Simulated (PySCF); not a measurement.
Electron correlation in V²⁺ (vanadium, charge +2)

[Ar] 3d2 4s1, high-spin 4F determinant (an excited configuration). Calculation: PySCF 2.14, in def2-TZVPPD; the non-relativistic Hamiltonian (point nucleus). Frozen: [Ar]; 3 electrons correlated.

MP2 pair energies summed by pair of shells (mhartree):

| pair | energy | share (%) |
| --- | --- | --- |
| 3d-4s | -5.67 | 57.7 |
| 3d-3d | -4.16 | 42.3 |

Total MP2 correlation energy: -9.84 mhartree.

Same-spin part -9.84 and opposite-spin part 0.00 mhartree; SCS-MP2 scales them by 1/3 and 6/5 to -3.28 mhartree.
